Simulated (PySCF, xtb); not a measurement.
**Relaxing a trial structure of BClH4Si2**

The starting geometry of this gas-phase singlet was built from a drawn formula by distance geometry and a force field; its bonds are those of `ClB1[SiH2][SiH2]1`.

```yaml
atoms:
  - { symbol: B, position_ang: [-2.1646, 0.9049, 2.9170] }
  - { symbol: Cl, position_ang: [-3.6456, 1.8718, 3.5271] }
  - { symbol: Si, position_ang: [-1.0771, -0.7317, 2.9656] }
  - { symbol: Si, position_ang: [-0.5588, 0.8545, 1.7226] }
  - { symbol: H, position_ang: [-1.7684, -1.9007, 2.3882] }
  - { symbol: H, position_ang: [-0.3315, -0.8669, 4.2452] }
  - { symbol: H, position_ang: [-0.9072, 0.7361, 0.3330] }
  - { symbol: H, position_ang: [0.5055, 1.7565, 2.1455] }
```

Problem. Predict what becomes of its bonds when it is optimised with r2SCAN-D4/def2-SVP.

Solution. It keeps its bonds, and is `ClB1[SiH2][SiH2]1`. Distances that change by over a tenth: Si3–Si4 (2.08 → 2.34 Å).

The energy falls by 0.83 eV over 9 steps:

| step | E − E(last) (eV) |
| --- | --- |
| 1 | 0.827 |
| 2 | 0.100 |
| 3 | 0.017 |
| 4 | 0.001 |
| 5 | 0.000 |
| 6 | 0.000 |
| 7 | 0.000 |
| 8 | 0.000 |
| 9 | 0.000 |

Final geometry (Å):

```xyz
8

B    -2.2555    0.9868    2.9317
Cl   -3.6383    1.8799    3.4807
Si   -1.2425   -0.7509    3.1043
Si   -0.6564    1.0251    1.6997
H    -1.8063   -2.0090    2.5282
H    -0.4267   -0.9862    4.3341
H    -0.8765    0.8962    0.2273
H     0.5284    1.8688    2.0414
```

From the same start GFN2-xTB ends elsewhere, differing in Si3–Si4 (3.37 against 2.34 Å here).

No frequencies were run, so the end isn't proven a minimum. Run with PySCF 2.14.0, 81 s on 2 threads of Arm Neoverse V2 (shared host).
